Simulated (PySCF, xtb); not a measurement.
C6H12O3, SMILES C(COC)(OC(=O)C)C.

GFN2-xTB (xtb) at its own geometry gives an orbital gap of 4.78 eV and a dipole moment of 2.67 D.

Geometry: B3LYP-D3(BJ)/def2-SVP. The values are those of a single conformer.

Task: What does HF/def2-SVP in PySCF give? (Estimate from the structure and the level; the computed values follow.)

Result: gap 16.31 eV (levels -11.59 and 4.72 eV), dipole 2.35 D.
